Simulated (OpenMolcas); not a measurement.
## Sc II: effect of the active space

```yaml
Program: OpenMolcas
Method: CASSCF
Basis: ANO-RCC-VQZP
Scalar_Hamiltonian: DKH2, point nucleus
Spin-orbit_coupling: RASSI with atomic mean-field integrals over the reference wave functions, term energies averaged over their components
```

A. 2 electrons in 6 orbitals (3d 4s); 2S+1 = 3 even, 15 roots; 2S+1 = 1 even, 21 roots kept (CI in the orbitals of an earlier block); cost of the order of 15 core-seconds
B. 2 electrons in 11 orbitals (3d 4s 4d); 2S+1 = 3 even, 15 roots; 2S+1 = 1 even, 20 roots kept (CI in the orbitals of an earlier block); cost roughly 17 core-seconds

Energies in cm-1 above 3d 4s 3D1, the measured ground level; measured values from NIST Handbook of Basic Atomic Spectroscopic Data.

```csv
Level,A,B,Measured
3d 4s 3D1,0.0,0.0,0.0
3d 4s 3D2,62.8,77.0,67.7
3d 4s 3D3,160,201,178
3d 4s 1D2,4248,2911,2541
3d2 3F2,5458,6231,4803
3d2 3F3,5554,6322,4884
3d2 3F4,5682,6443,4988
3d2 3P0,15406,14980,12074
3d2 3P1,15440,15010,12102
3d2 1G4,18282,17295,14261
4s2 1S0,18671,19448,11736
```

Deviations, from unrounded energies. A percentage is the sum of absolute deviations over the sum of measured energies, with the sign that they share, or ± where signs differ.

```json
{"Against measurement": "mean absolute deviation (cm-1)", "Levels": "10", "A": "2100", "B": "2100"}
{"Against measurement": "fine structure of the ground term (%)", "Levels": "2", "A": "-9.1", "B": "+13.1"}
{"Against measurement": "other terms of the ground configuration (%)", "Levels": "1", "A": "+67.2", "B": "+14.6"}
{"Against measurement": "other configurations (%)", "Levels": "7", "A": "+30.3", "B": "+32.2"}
```

A, B lie about equally close to measurement. The largest miss of B in the table is 4s2 1S0, by +7700 cm-1. The ranking rests on the paired levels alone, and a cruder setting can come out closer through cancelling errors.

Between A and B the level of the table that moves most is 3d 4s 1D2, by 1300 cm-1 (lowest in B, highest in A).

Without dynamic correlation excited terms often stand tens of per cent too high (terms of higher spin than the ground term too low), and those without a measured partner can miss by more than the paired ones. Terms from blocks run as CI alone lack orbitals of their own. A single d shell beside an s shell can misplace configurations of different d count against each other (holds for A). Active for correlation alone: 4d; no level in the range computed is led by a configuration that fills it, so any true level of that kind is missing (holds for B). Measured partners are found by configuration, term and J. A level has none where our copy of the source lacks it or the pairing is in doubt (some pairs that miss far off the trend of their configuration count as doubtful), and it then counts in no deviation. Levels of configurations outside the active space are missing. Levels that lie high or do not pair safely by name in every column are left out.
